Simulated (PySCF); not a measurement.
**Working out the ionisation energy of Mo**

Mo [Kr] 4d5 5s1 (7S) → Mo⁺ [Kr] 4d5 (6S). All numbers are calculated (PySCF 2.14, scalar relativity by spin-free X2C-1e, in x2c-TZVPPall with one added diffuse shell each of s, p, d, f type (9s7p7d3f1g, 95 functions)). Frozen: [Kr]. Energies in hartree (1 hartree = 27.21139 eV):

```json
{"part": "UHF", "Mo (lower)": "-4046.193191", "Mo⁺ (upper)": "-4045.963336"}
{"part": "CCSD correlation", "Mo (lower)": "-0.087267", "Mo⁺ (upper)": "-0.065829"}
{"part": "(T)", "Mo (lower)": "-0.002471", "Mo⁺ (upper)": "-0.001162"}
```

Question: What does Hartree-Fock give?

Answer: (-4045.963336) − (-4046.193191) = 0.229855 hartree = 6.255 eV.

Question: What do CCSD and CCSD(T) give?

Answer: The CCSD correlation energies differ by 0.021438 hartree = 0.583 eV and the triples by 0.001309 hartree = 0.036 eV, so CCSD gives 6.838 eV and CCSD(T) 6.874 eV.

Measured between the centres of the two terms (NIST): 7.092 eV, so CCSD(T) (valence) is off by -0.218 eV.

What remains against the reference includes basis incompleteness, the frozen core and higher excitations.
